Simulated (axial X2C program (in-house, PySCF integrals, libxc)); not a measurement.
**CrSb: properties at the nuclei**

Calculated with an axial X2C code built on PySCF integrals: two-component X2C with atomic mean-field Coulomb and Gaunt terms, Gaussian nuclei, basis Sb dyall-cv3z, Cr dyall-cv3z with contracted cores.

R = 2.735 Å (near the PBE0 minimum at charge 0 of the determinant lowest at the starting distance; the state shown can have its own minimum elsewhere).

Input and command:
```json
{"zs": [51, 24], "q": 0, "bas": ["dyall-cv3z", "dyall-cv3z"], "r0": 2.62, "levels": ["PBE0", "HF", "PBE", "PBE50", "TPSSh"], "nst": 3}
```
```bash
python soeom.py task.json out
```

Keys: zs atomic numbers; q charge; bas basis sets; r0 starting distance in Å; levels methods; nst determinants followed.

Determinant lowest in the PBE0 search, Ω = 7/2 (⟨Sz⟩ = 3.49, ⟨Lz⟩ = 0.01 at PBE0), spin on the atoms Sb 0.86, Cr 2.63:

```tsv
level	Eeff magnitude (GV/cm)	Ws magnitude Sb (kHz)	A∥/gI Sb (MHz)	qzz Sb (a.u.)	A∥/gI Cr (MHz)	qzz Cr (a.u.)	μ (D)
PBE0	2.33	0.421	-278	-4.50	116	0.04	3.90
HF	5.4	0.923	-298	-5.48	12.3	-0.36	6.01
PBE	1.39	0.268	-272	-4.15	153	0.18	2.91
PBE50	3.27	0.569	-276	-4.89	73.1	-0.14	4.89
TPSSh	1.68	0.316	-263	-4.35	132	0.11	3.51
```

Determinant 0.16 eV from it at PBE0 and this distance, Ω = 5/2 (⟨Sz⟩ = 2.51, ⟨Lz⟩ = -0.01 at PBE0), spin on the atoms Sb -0.12, Cr 2.63:

| level | Eeff magnitude (GV/cm) | Ws magnitude Sb (kHz) | A∥/gI Sb (MHz) | qzz Sb (a.u.) | A∥/gI Cr (MHz) | qzz Cr (a.u.) | μ (D) |
| --- | --- | --- | --- | --- | --- | --- | --- |
| PBE0 | 1.09 | 0.273 | 18.7 | -3.19 | 199 | 0.07 | 3.82 |
| HF | 3.92 | 0.893 | -20.6 | -4.81 | 82.1 | -0.29 | 5.32 |
| PBE | 0.157 | 0.0727 | 40.6 | -2.12 | 229 | 0.22 | 3.21 |
| PBE50 | 1.99 | 0.458 | -1.16 | -4.07 | 149 | -0.11 | 4.60 |
| TPSSh | 0.612 | 0.169 | 32.4 | -2.57 | 206 | 0.15 | 3.71 |

Eeff is the effective electric field on the electron electric dipole moment in this Ω state and Ws the scalar–pseudoscalar constant of the nucleus named (defined with the proton number Z and per Ω); A∥ (defined per Ω) follows by multiplying with gI = μI/(I μN); qzz is the electric field gradient, eQq0 = 234.96 MHz × Q/barn × qzz; μ is positive if the Cr end (last atom) is positive. The operators were transformed with the bare-nucleus X2C matrices; with these basis sets, hyperfine constants and field gradients can be off by tens of per cent, and where levels differ in sign neither size nor sign is settled.

Q: With gI(121Sb) = 1.3454, Q(121Sb) = -0.543 barn (g factors from the IAEA table of nuclear moments by Stone; Q from Pyykkö, Mol. Phys. 2018), turn the PBE0 values of the first state into constants in MHz.

A: A∥(121Sb) = -278 × 1.3454 = -374 MHz; eQq0(121Sb) = 234.96 × (-0.543) × (-4.50) = 574 MHz.

Each state is one determinant with collinear spin, which with several unpaired electrons need not be a pure state. Unrestricted Hartree–Fock can overshoot spin polarisation at the nuclei. This is the top spin component of a Σ state; components of lower Ω are not single determinants and can lie lower. With several open shells hyperfine constants can be off by a factor of several. Where Eeff spreads by more than a factor of two the levels disagree and none is to be relied on. At PBE a later determinant lies lower. States lie within half an eV, so the first need not be the ground state. Further determinants of the search, some of them spin-mixed, are not shown. Where a field gradient or hyperfine factor spreads by more than a factor of two over the levels, a constant derived from it is not to be relied on. PBE0 term energies can be off by some tenths of an eV.
